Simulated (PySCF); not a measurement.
[PySCF 2.14.0 with density-fitted response routines: shieldings: GIAO PBE0/pcSseg-1; structure optimised with GFN2-xTB; averaged over atoms made equivalent by symmetry, fast rotation or ring inversion; no relativistic terms; a single conformation; in vacuum]

Chemical shifts δ = σref − σ; 1H (σ = 31.72 ppm), 13C (σ = 186.93 ppm) against TMS, all at this level. Shifts are as computed. Against solution values, carbons near 30 ppm lie about +3 ppm off and those near 130 ppm about +5 ppm; carbons on Cl a further +6 ppm. Of 1211 compounds with measured shifts, 218 miss one by over three times the rms of a fit or turn the order of signals round; such compounds aren't used in these exercises. Carbons bonded to Cl come out too deshielded.

**Question.** Order these molecules by the shift of their most deshielded carbon, lowest δ first.
A. Clc1ccc2cccn2c1
B. CC(C)[P@]1(=O)C=C1C(F)(F)F
C. P#CC1CCCCC1
D. CC1C=CP(C)C=C1

**Answer.** A (136.0 ppm, ring-fusion aromatic carbon), D (143.2 ppm, alkene CH), B (175.9 ppm, fully substituted alkene carbon), C (194.5 ppm, carbon bonded to C, P).

**Question.** Order these molecules by the shift of their most deshielded carbon-bound hydrogen, lowest δ first.
A. P#CC1CCCCC1
B. CC(C)[P@]1(=O)C=C1C(F)(F)F
C. CC1C=CP(C)C=C1
D. Clc1ccc2cccn2c1

**Answer.** A (3.10 ppm, hydrogen on an sp3 CH in a ring), C (6.76 ppm, hydrogen on an alkene CH), D (8.07 ppm, hydrogen on an aromatic CH next to a ring nitrogen), B (9.19 ppm, hydrogen on an alkene CH).

**Question.** How many 13C and 1H signals does each give (equivalence by symmetry and fast rotation, but not about amide C–N or C=N bonds)? `CC(C)[P@]1(=O)C=C1C(F)(F)F`, `Clc1ccc2cccn2c1`, `CC1C=CP(C)C=C1`, `P#CC1CCCCC1`

**Answer.** CC(C)[P@]1(=O)C=C1C(F)(F)F: 6 C, 4 H; Clc1ccc2cccn2c1: 8 C, 6 H; CC1C=CP(C)C=C1: 5 C, 5 H; P#CC1CCCCC1: 5 C, 7 H.
